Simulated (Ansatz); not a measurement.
A nudged elastic band was laid between two geometries of BFH2OSi (6 atoms, charge 0, multiplicity 1).

Computed with RKS PBE-D4/6-31G* (Ansatz).

```yaml
movable_images: 7
climbing_image: yes
spring: 5.0 eV/Å²
optimiser: quadratic models (default)
start_path: through a guess of the saddle point
force_threshold: 0.05 eV/Å
iteration_limit: 60
end_points: relaxed
```

Image 0:

```xyz
6
Properties=species:S:1:pos:R:3
F 0.356 -2.278 0.868
B 0.246 -1.036 0.429
O 1.072 0.031 0.507
Si -0.414 0.560 -0.393
H -0.085 1.002 -1.786
H -1.134 1.657 0.330
```

Image 8:

```xyz
6
Properties=species:S:1:pos:R:3
F 0.353 -1.415 0.678
B 0.047 -0.337 -0.086
O 0.972 0.138 -0.971
Si -1.824 0.521 0.043
H 1.810 -0.373 -0.918
H -1.316 1.403 1.208
```

Question: Which bonds break or form, and what moves?

Answer: Bonds broken: O3–Si4, Si4–H5. Bonds formed: O3–H5.

Question: What energy profile does the band end with?

Answer: It converged. The highest image is number 3 of 0 to 8, 2.42 eV above the first end and 1.11 eV above the last; the last end lies 1.31 eV above the first. The profile has 2 maxima (images 3, 6) with wells between them (image 5): this band takes more than one step, which may be the mechanism or a detour left from its start path. A vibrational analysis at the climbing image gives one clearly imaginary mode, 1449i cm⁻¹: a first-order saddle point. The orbitals stay closed-shell, which can raise the energy where a bond breaks towards radicals; this wasn't checked here.

```
image  path coordinate (Å)  energy (eV)  O3–Si4 (Å)  Si4–H5 (Å)  O3–H5 (Å)
    0                 0.00         0.00        1.82        1.50       2.75
    1                 0.53         0.38        1.89        1.47       2.35
    2                 1.05         1.46        2.12        1.49       1.87
    3                 1.58         2.42        2.25        1.66       1.32
    4                 2.24         1.65        2.67        2.40       0.99
    5                 2.90         1.40        3.11        3.10       0.98
    6                 3.56         1.59        3.10        3.37       0.97
    7                 4.22         1.58        2.84        3.62       0.97
    8                 4.88         1.31        3.00        3.86       0.98
```

Question: What is the geometry of the highest image?

Answer: 
```xyz
6
Properties=species:S:1:pos:R:3
F 0.299 -1.938 1.001
B 0.166 -0.863 0.238
O 1.166 -0.098 -0.270
Si -0.961 0.596 -0.517
H 0.572 0.686 -1.153
H -1.201 1.553 0.654
```

Run time: 4.3 min on 1 thread of Arm Neoverse V2 (shared host), peak memory 0.11 GiB.
